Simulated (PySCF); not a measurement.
PySCF input for C₄H₆BFO, SMILES O=C1CCCB1F, PBE-D3(BJ)/def2-SVP. Geometry: PBE-D3(BJ)/def2-SVP. This is a generated structure with no PubChem entry under its InChIKey; it may be hypothetical. Other conformers were not sampled.

```python
import numpy as np
from pyscf import gto, scf, dft, df
from pyscf.hessian import thermo

mol = gto.M(
    atom='''
    O     1.97755364    0.89696335   -0.10697697
    C     0.95856046    0.22191850   -0.06938931
    C     0.88300827   -1.29006304    0.18658702
    C    -0.54023558   -1.56273841    0.72327595
    C    -1.49356860   -0.56501912    0.00850173
    B    -0.59198920    0.69146749   -0.23953082
    F    -0.97924580    1.92256144   -0.55419900
    H     1.71154821   -1.64748649    0.83057757
    H     1.01662300   -1.78161967   -0.80653601
    H    -0.84437054   -2.62052083    0.59374976
    H    -0.56071617   -1.36303674    1.81583918
    H    -1.75556440   -0.95217034   -1.00804926
    H    -2.46137842   -0.39585060    0.52182725
    ''',
    basis='def2-SVP',
    charge=0,
    spin=0,
    max_memory=1600,
    verbose=3,
)
mf = dft.RKS(mol, xc='pbe').density_fit(auxbasis='def2-universal-jkfit')
mf.disp = 'd3bj'
mf.grids.level = 3
mf.conv_tol = 1e-11
mf.max_cycle = 100
mf.kernel()

# [left out here: the lines that compute and print the analytic Hessian (its translational invariance restored by hand, since the grid's response is missing), thermochemistry and intensities]
```

It prints:

```
converged SCF energy = -355.325644356582

WARN: DFTD3 does not support analytical Hessian, using finite difference


WARN: Mole.unit (angstrom) is changed to Bohr

Mode                                 0                   1                   2
Irrep
Freq [cm^-1]                       82.2624            171.2497            243.1271
Reduced mass [au]                   3.4059              2.1243             11.1006
Force const [Dyne/A]                0.0136              0.0367              0.3866
Char temp [K]                     118.3573            246.3902            349.8057
Normal mode                   x     y     z       x     y     z       x     y     z
       0   O                -0.01  0.01  0.12   -0.00  0.01 -0.06   -0.12  0.09  0.00
       1   C                -0.00  0.00 -0.00   -0.00  0.02  0.05   -0.05 -0.03 -0.05
       2   C                -0.01 -0.02 -0.11    0.02  0.02  0.07    0.02 -0.02  0.00
       3   C                 0.03 -0.01 -0.01   -0.02 -0.09 -0.09    0.01 -0.01  0.01
       4   C                -0.01  0.03  0.11   -0.02  0.03  0.07   -0.03 -0.03  0.01
       5   B                -0.00  0.01  0.01    0.00  0.02  0.06   -0.01 -0.05 -0.04
       6   F                 0.00 -0.02 -0.10    0.02 -0.00 -0.05    0.15  0.01  0.03
       7   H                 0.04 -0.09 -0.22   -0.04  0.08  0.18    0.01  0.02  0.03
       8   H                -0.13  0.06 -0.17    0.21  0.02  0.10    0.03 -0.06  0.03
       9   H                 0.00 -0.00 -0.02   -0.00 -0.07 -0.34    0.01 -0.01  0.04
      10   H                 0.13 -0.06  0.00   -0.11 -0.34 -0.05    0.02  0.01  0.01
      11   H                -0.16  0.06  0.15   -0.15  0.15  0.06   -0.09 -0.07  0.04
      12   H                 0.06  0.07  0.23    0.04  0.04  0.17   -0.00 -0.01  0.07
Mode                                 3                   4                   5
Irrep
Freq [cm^-1]                      291.0754            395.9392            471.1756
Reduced mass [au]                   2.6477              2.3980              3.7330
Force const [Dyne/A]                0.1322              0.2215              0.4883
Char temp [K]                     418.7927            569.6684            677.9167
Normal mode                   x     y     z       x     y     z       x     y     z
       0   O                -0.03  0.01 -0.06   -0.04 -0.05  0.04    0.03 -0.10  0.00
       1   C                -0.03  0.03  0.11   -0.05 -0.04 -0.10   -0.05  0.04  0.05
       2   C                -0.03 -0.00 -0.04    0.03 -0.03  0.00    0.01  0.08  0.00
       3   C                 0.00 -0.01  0.02    0.04 -0.04  0.02    0.06 -0.02  0.00
       4   C                 0.02 -0.03 -0.02    0.06  0.01  0.06   -0.05 -0.10 -0.02
       5   B                -0.02  0.03  0.15   -0.03  0.07  0.02   -0.09  0.01 -0.04
       6   F                 0.06 -0.00 -0.05   -0.02  0.08 -0.03    0.03  0.08 -0.01
       7   H                 0.02 -0.13 -0.18    0.03  0.17  0.11    0.06  0.13 -0.04
       8   H                -0.16  0.13 -0.13    0.14 -0.19  0.10    0.03  0.14 -0.03
       9   H                 0.00 -0.02  0.07   -0.00 -0.02 -0.04    0.14 -0.05  0.04
      10   H                 0.03  0.03  0.02    0.05 -0.10  0.03    0.06  0.01 -0.00
      11   H                 0.30  0.03 -0.12    0.37  0.11 -0.08   -0.22 -0.22  0.08
      12   H                -0.12 -0.21 -0.22   -0.10 -0.24 -0.16    0.04 -0.09  0.14
Mode                                 6                   7                   8
Irrep
Freq [cm^-1]                      523.3747            547.6453            646.9473
Reduced mass [au]                   2.2071              4.1732              4.6996
Force const [Dyne/A]                0.3562              0.7374              1.1589
Char temp [K]                     753.0196            787.9396            930.8132
Normal mode                   x     y     z       x     y     z       x     y     z
       0   O                 0.03  0.03 -0.00    0.07 -0.01  0.03   -0.08 -0.09  0.00
       1   C                 0.01  0.04 -0.04    0.01  0.05 -0.11   -0.11 -0.01  0.03
       2   C                -0.08  0.05  0.04   -0.03  0.11 -0.03   -0.01  0.10  0.00
       3   C                -0.04 -0.10  0.07   -0.03  0.03 -0.01    0.04  0.04 -0.02
       4   C                 0.06 -0.03  0.04   -0.09 -0.02  0.04    0.09  0.07 -0.01
       5   B                 0.03 -0.01 -0.11   -0.03 -0.05  0.06    0.05 -0.02 -0.03
       6   F                 0.01  0.02  0.01    0.05 -0.08  0.01    0.01 -0.07  0.02
       7   H                 0.03 -0.12 -0.20   -0.04  0.23  0.06    0.08  0.16 -0.08
       8   H                -0.31  0.19 -0.07    0.05 -0.01  0.05   -0.02  0.19 -0.04
       9   H                 0.00 -0.08 -0.19    0.06  0.01 -0.05    0.04  0.05 -0.11
      10   H                -0.13 -0.31  0.11   -0.03 -0.01 -0.01    0.01 -0.03 -0.00
      11   H                 0.17 -0.09  0.03    0.15  0.08 -0.06    0.08  0.09 -0.01
[...]
       1   C                 0.01 -0.01 -0.00    0.01 -0.01 -0.00   -0.00  0.00 -0.00
       2   C                -0.02  0.04 -0.03    0.01 -0.02 -0.00   -0.06  0.03  0.03
       3   C                 0.14 -0.04  0.01    0.02  0.01 -0.00    0.00  0.01  0.00
       4   C                -0.05 -0.02  0.02    0.06 -0.01  0.04    0.02 -0.01  0.01
       5   B                 0.05 -0.03  0.01   -0.01  0.02  0.00    0.00  0.01 -0.00
       6   F                -0.01  0.02 -0.01    0.00 -0.01  0.00    0.00 -0.00  0.00
       7   H                -0.15 -0.10  0.05   -0.06  0.12  0.15    0.24 -0.32 -0.53
       8   H                 0.05 -0.00  0.01   -0.14  0.11 -0.08    0.52 -0.26  0.23
       9   H                -0.46  0.14 -0.04   -0.04  0.03 -0.04    0.01  0.03 -0.07
      10   H                -0.55  0.18 -0.04   -0.04  0.04 -0.01    0.02  0.05 -0.01
      11   H                 0.07 -0.04 -0.01   -0.59  0.08  0.16   -0.17  0.05  0.04
      12   H                -0.05  0.12 -0.02   -0.30 -0.12 -0.58   -0.09 -0.03 -0.17
Mode                                24                  25                  26
Irrep
Freq [cm^-1]                     1418.0495           1431.6801           1755.6679
Reduced mass [au]                   4.0204              1.2575             12.7655
Force const [Dyne/A]                4.7632              1.5186             23.1832
Char temp [K]                    2040.2575           2059.8688           2526.0152
Normal mode                   x     y     z       x     y     z       x     y     z
       0   O                -0.00  0.01 -0.00   -0.00 -0.00  0.00   -0.13 -0.08  0.00
       1   C                 0.02 -0.04  0.01   -0.00  0.01 -0.00    0.19  0.12 -0.01
       2   C                -0.00  0.01 -0.00   -0.01  0.01 -0.00   -0.01 -0.00  0.00
       3   C                 0.02  0.02 -0.02    0.02  0.05 -0.05   -0.01 -0.00 -0.00
       4   C                -0.02 -0.06  0.02    0.02  0.03 -0.01   -0.00 -0.00  0.00
       5   B                -0.05  0.22 -0.06    0.01 -0.10  0.02   -0.02  0.00 -0.00
       6   F                 0.02 -0.08  0.02   -0.01  0.03 -0.01    0.00 -0.00  0.00
       7   H                 0.00 -0.00 -0.01    0.01 -0.01 -0.04    0.02  0.04 -0.01
       8   H                 0.00 -0.01  0.01    0.04 -0.02  0.01   -0.00 -0.01  0.01
       9   H                -0.10  0.01  0.26   -0.04 -0.04  0.61    0.00 -0.01 -0.00
      10   H                -0.11 -0.25  0.03   -0.17 -0.59  0.08    0.01  0.01 -0.00
      11   H                 0.05  0.04 -0.04   -0.06 -0.01  0.02    0.00  0.00  0.00
      12   H                -0.00  0.15 -0.01   -0.01 -0.08 -0.04   -0.00 -0.00  0.00
Mode                                27                  28                  29
Irrep
Freq [cm^-1]                     2929.3181           2945.0180           2984.7022
Reduced mass [au]                   1.0709              1.0692              1.0636
Force const [Dyne/A]                5.4144              5.4635              5.5826
Char temp [K]                    4214.6365           4237.2252           4294.3219
Normal mode                   x     y     z       x     y     z       x     y     z
       0   O                 0.00  0.00  0.00   -0.00 -0.00 -0.00   -0.00 -0.00  0.00
       1   C                 0.00 -0.00 -0.00    0.00  0.00  0.00    0.00  0.00 -0.00
       2   C                 0.00 -0.00 -0.00   -0.03  0.04  0.05   -0.00  0.00 -0.00
       3   C                -0.00 -0.00 -0.00    0.00 -0.00 -0.01   -0.01 -0.03  0.06
       4   C                 0.03  0.02  0.06    0.00  0.00  0.00    0.01 -0.00 -0.00
       5   B                -0.00 -0.00  0.00   -0.00  0.00  0.00    0.00  0.00 -0.00
       6   F                 0.00 -0.00 -0.00   -0.00  0.00 -0.00    0.00 -0.00  0.00
       7   H                -0.01  0.01 -0.01    0.20 -0.07  0.17    0.06 -0.03  0.05
       8   H                -0.01  0.03  0.06    0.10 -0.41 -0.82    0.00 -0.00 -0.01
       9   H                 0.01  0.03  0.00    0.01  0.04  0.00    0.14  0.48  0.08
      10   H                -0.00  0.01  0.05   -0.00  0.01  0.06    0.01 -0.16 -0.80
      11   H                -0.22 -0.35 -0.84   -0.02 -0.02 -0.06   -0.00 -0.00 -0.01
      12   H                -0.17  0.04  0.11   -0.01  0.00  0.00   -0.07  0.01  0.04
Mode                                30                  31                  32
Irrep
Freq [cm^-1]                     3038.1054           3044.3706           3045.5996
Reduced mass [au]                   1.1015              1.0918              1.0980
Force const [Dyne/A]                5.9900              5.9621              6.0006
Char temp [K]                    4371.1573           4380.1715           4381.9397
Normal mode                   x     y     z       x     y     z       x     y     z
       0   O                -0.00 -0.00 -0.00   -0.00 -0.00 -0.00    0.00  0.00  0.00
       1   C                 0.00  0.00 -0.00    0.00 -0.00  0.00   -0.00 -0.00 -0.00
       2   C                 0.02 -0.01  0.02   -0.01  0.00 -0.02   -0.05  0.01 -0.06
       3   C                -0.02 -0.07 -0.04    0.00  0.01  0.01   -0.00 -0.02 -0.02
       4   C                -0.02  0.00  0.01   -0.06  0.02  0.05    0.01 -0.00 -0.01
       5   B                 0.00  0.00 -0.00    0.00  0.00  0.00    0.00 -0.00 -0.00
       6   F                -0.00 -0.00  0.00    0.00 -0.00 -0.00   -0.00  0.00  0.00
       7   H                -0.23  0.10 -0.18    0.17 -0.08  0.14    0.61 -0.26  0.48
       8   H                 0.00 -0.02 -0.02   -0.01  0.03  0.04   -0.04  0.12  0.22
       9   H                 0.21  0.72  0.09   -0.04 -0.14 -0.02    0.07  0.25  0.03
      10   H                -0.01  0.07  0.39    0.00 -0.03 -0.15   -0.01  0.04  0.25
      11   H                -0.00 -0.00 -0.00   -0.06 -0.07 -0.16    0.02  0.02  0.04
      12   H                 0.25 -0.04 -0.13    0.76 -0.13 -0.41   -0.12  0.02  0.06
temperature 298.1500 [K]
pressure 101325.00 [Pa]
Rotational constants [GHz] 3.23521 2.86213 1.58592
Symmetry number 1
Zero-point energy (ZPE) 0.09579 [Eh]   251487.292 [J/mol]
                           tot       elec      trans        rot        vib
Entropy [J/mol/K]       340.490      0.000    166.168    114.992     59.330
Cv [J/mol/K]            103.654      0.000     12.472     12.472     78.711
Cp [J/mol/K]            111.969      0.000     20.786     12.472     78.711
Internal energy [J/mol]                      3718.434   3718.434 261871.304
Internal energy [Eh]   -355.22307  -355.32564
Enthalpy [J/mol]                             6197.391   3718.434 261871.304
Enthalpy [Eh]          -355.22213
Gibbs free energy [J/mol]                  -43345.457 -30566.561 244182.073
Gibbs free energy [Eh] -355.26079
mode   freq/cm-1   IR/(km/mol)
   1       82.26         0.646
   2      171.25         2.529
   3      243.13         3.024
   4      291.08         3.504
   5      395.94         1.227
   6      471.18         7.069
   7      523.37         9.133
   8      547.65         4.270
   9      646.95         1.488
  10      722.38        14.718
  11      807.32         3.413
  12      850.27         0.547
  13      888.66         1.703
  14      965.04        65.784
  15      992.31         0.254
  16     1031.76         5.650
  17     1076.26        19.784
  18     1144.08        27.971
  19     1178.04        25.398
  20     1217.86        29.436
  21     1240.49         4.692
  22     1277.40        22.290
  23     1329.59        18.462
  24     1358.63        13.104
  25     1418.05       185.446
  26     1431.68        51.390
  27     1755.67       119.443
  28     2929.32         8.163
  29     2945.02         7.906
  30     2984.70        28.899
  31     3038.11        11.711
  32     3044.37         9.339
  33     3045.60         8.796
max |gradient| / (hartree/bohr): 0.0001947014015695803
APT charges: [-0.5561  0.446  -0.134   0.1382 -0.2973  0.9417 -0.542   0.0012  0.0112
 -0.0324 -0.0322  0.0319  0.0236]
```

Self-consistency was reached.
